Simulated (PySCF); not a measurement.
hydrogen iodide cation (HI), SMILES I (connectivity only; charge and spin as stated), charge +1, multiplicity 2.

Geometry optimised at PBE0-D3(BJ)/def2-TZVPD. The spin state was assumed, not searched. The def2 effective core potentials stand for the cores of I; spin–orbit coupling is left out.

Two levels are set side by side: PBE/def2-TZVPD (PySCF) and M06-2X/def2-TZVPD (PySCF). Same geometry, gas phase. Differences are taken from unrounded values.

```tsv
quantity	PBE
α-spin orbital gap (eV)	5.76
β-spin orbital gap (eV)	0.15
```

### Question
These are the PBE values. What does M06-2X give? (An estimate is asked for; the answer gives what the named calculation found.)

### Answer

| quantity | M06-2X | PBE minus M06-2X |
|---|---|---|
| α-spin orbital gap (eV) | 10.21 | -4.46 |
| β-spin orbital gap (eV) | 5.03 | -4.88 |

Rough cost on one machine, each run with all the roots and properties that it gave: M06-2X against PBE within a factor of 2.
